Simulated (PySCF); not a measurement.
**Computed properties of C4H10BN, SMILES C=CB(C)NC**

C4H10BN, SMILES C=CB(C)NC. Coordinates come from a B3LYP-D3(BJ)/def2-SVP optimisation. The structure was generated by enumeration, and PubChem lists no compound with its InChIKey, so it may never have been made. The values are those of a single conformer. All values are computed for the isolated molecule unless a solvent is named; none is compared with measurement here.

**Structure.** All 42 harmonic modes at B3LYP-D3(BJ)/def2-SVP (PySCF) are real, so it is a minimum. With heavy atoms numbered as in [CH2:1]=[CH:2][B:3]([CH3:4])[NH:5][CH3:6], the shortest bond between them is C1–C2 at 1.342 Å and the longest B3–C4 at 1.587 Å.

**Vibrations.** The strongest infrared lines (harmonic, unscaled, degenerate partners summed) lie at 1553 cm⁻¹ (137 km/mol, H 39 %, N 36 %, B 23 %), 3002 cm⁻¹ (71 km/mol, H 96 %), 1345 cm⁻¹ (66 km/mol, H 59 %, B 27 %, C 11 %). The softest mode is at 94 cm⁻¹ and the zero-point energy is 87.0 kcal/mol.

**Electronic structure.** HF/def2-TZVP (PySCF) places the frontier levels at -9.74 and 3.22 eV, a gap of 12.96 eV, and gives a dipole moment of 1.19 D and a mean polarisability of 68.1 bohr³. PBE/def2-TZVP (PySCF) at the same geometry gives -5.99 and -1.30 eV, so its gap is 8.27 eV narrower. An orbital gap is neither the optical nor the fundamental gap.

**Excitations.** TDDFT-CAM-B3LYP/def2-SVPD (PySCF) has S1 at 6.31 eV (196 nm, f = 0.154, bright); the most intense of the 10 singlets computed lies at 6.31 eV (f = 0.15). T1 (TDA) is at 4.04 eV. TDDFT-PBE/def2-SVPD (PySCF) puts S1 at 5.19 eV. No vertical singlet excitation falls in the visible range (under 3.1 eV).

**NMR.** GIAO shifts at PBE0/pcSseg-1 (PySCF) (non-relativistic, atoms alike by connectivity averaged): ¹³C from 9.9 to 150.9 ppm against TMS; ¹H from 0.6 to 6.7 ppm against TMS; ¹¹B at 28.1 ppm against BF3.
